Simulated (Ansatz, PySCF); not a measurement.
Isomers of C2H8Ge: 1 is [CH3][GeH2][CH3], 2 is C[CH2][GeH3]; one conformer of each (the lowest of an xTB search), B3LYP-D3(BJ)/def2-TZVP minima.
Isomer 1 (charge 0, multiplicity 1):
| atom | x (Å) | y (Å) | z (Å) |
|---|---|---|---|
| C | 1.6113 | 0.0957 | -0.3539 |
| Ge | 0.0045 | -0.0777 | 0.7679 |
| C | -1.6153 | -0.0247 | -0.3474 |
| H | 1.5868 | 1.0377 | -0.9023 |
| H | 2.5128 | 0.0733 | 0.2577 |
| H | 1.6582 | -0.7231 | -1.0722 |
| H | -0.0364 | 1.0730 | 1.7979 |
| H | 0.0558 | -1.4116 | 1.5456 |
| H | -2.5102 | -0.1136 | 0.2679 |
| H | -1.6630 | 0.9162 | -0.8961 |
| H | -1.6043 | -0.8452 | -1.0652 |
Isomer 2 (charge 0, multiplicity 1):
```
atom    x (Å)    y (Å)    z (Å)
----  -------  -------  -------
C     -1.4149   0.1097   0.3028
C     -0.2708  -0.3266  -0.6131
Ge     1.5114   0.1086   0.1124
H     -1.3508  -0.3739   1.2799
H     -2.3870  -0.1450  -0.1262
H     -1.4030   1.1887   0.4706
H     -0.3035  -1.4044  -0.7859
H     -0.3553   0.1510  -1.5915
H      2.6262  -0.3530  -0.8463
H      1.7101  -0.5862   1.4747
H      1.6377   1.6311   0.3226
```

No zero-point or thermal terms.

Correlated levels freeze the cores. Filled d and f shells under p-block atoms count as core. Rows in 6-31G* carry no dispersion term and start afresh at each structure (6-31G* with six Cartesian d functions); the Pople sets are all-electron and without relativity.

Run with Ansatz (Gaussian basis) for Hartree–Fock, density functionals and correlated methods; PySCF for 6-31G* rows. Values without a source in brackets are computed.

### Question
Estimate the electronic energy of isomer 2 less that of isomer 1 that M06-2X/6-31G* returns for this input.

### Answer
0.40 eV

Ansatz is an electronic-structure program.
